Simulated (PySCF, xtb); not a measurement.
H6O2Si2Te, SMILES [SiH3]O[Te]O[SiH3]. One conformer was computed; it need not be the lowest.

Harmonic wavenumbers (cm⁻¹) from GFN2-xTB (xtb) at its own minimum, in rising order: 55, 58, 87, 113, 126, 168, 203, 408, 433, 600, 609, 637, 643, 729, 739, 788, 791, 802, 827, 861, 918, 2205, 2217, 2243, 2259, 2302, 2314.

What does B3LYP-D3(BJ)/def2-SVP (PySCF) give at its own minimum? (An estimate is asked for; the answer gives what the named calculation found.)

31, 60, 88, 118, 139, 155, 216, 475, 489, 711, 724, 725, 735, 866, 927, 943, 949, 956, 962, 989, 1005, 2212, 2216, 2221, 2235, 2237, 2248. Paired by order, the mean absolute difference is 71 cm⁻¹ and the zero-point energies are 34.5 and 36.6 kcal/mol.
